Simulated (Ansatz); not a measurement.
CH6BNOSi, relaxed with RKS PBE0-D4/def2-TZVP in the Gaussian-basis code of Ansatz from a PBE-D4/def2-SVP geometry. The force threshold is 0.005 eV/Å; the program also tests the step.

The species carries charge 0 and has multiplicity 1. The bonds changed during the relaxation, so this is another structure than the one it started from.

Start:

```xyz
11

B     0.495    1.293    0.500
Si    1.346   -0.285   -0.479
N    -0.510    0.372   -0.232
C    -0.769   -0.996    0.301
O     0.484   -1.639    0.218
H     0.679    2.346   -0.082
H     0.561    1.184    1.711
H     1.497   -0.548   -1.970
H    -1.110    0.721   -0.984
H    -1.138   -0.947    1.352
H    -1.536   -1.500   -0.335
```

```
         step  energy (eV)  largest force (eV/Å)  largest move (Å)
            1  -13218.5210                 0.800             0.000
            2  -13218.5807                 0.567             0.029
            3  -13218.6002                 0.207             0.023
            4  -13218.6038                 0.152             0.009
            5  -13218.6126                 0.181             0.059
            6  -13218.6172                 0.157             0.051
 7 (rejected)  -13218.6123                 0.295             0.075
            8  -13218.6202                 0.078             0.037
            9  -13218.6206                 0.051             0.029
           10  -13218.6208                 0.024             0.006
11 (rejected)  -13218.6208                 0.030             0.007
           12  -13218.6209                 0.016             0.003
           13  -13218.6209                 0.002             0.002
```

End:

```xyz
11

B     0.538    1.266    0.496
Si    1.249   -0.280   -0.506
N    -0.511    0.351   -0.268
C    -0.780   -0.986    0.292
O     0.466   -1.638    0.139
H     0.694    2.301   -0.089
H     0.508    1.215    1.693
H     1.650   -0.553   -1.918
H    -1.190    0.747   -0.899
H    -1.067   -0.928    1.347
H    -1.556   -1.495   -0.288
```

Run time 37 s (4 threads of a server CPU on a shared host); peak host memory 0.48 GiB.
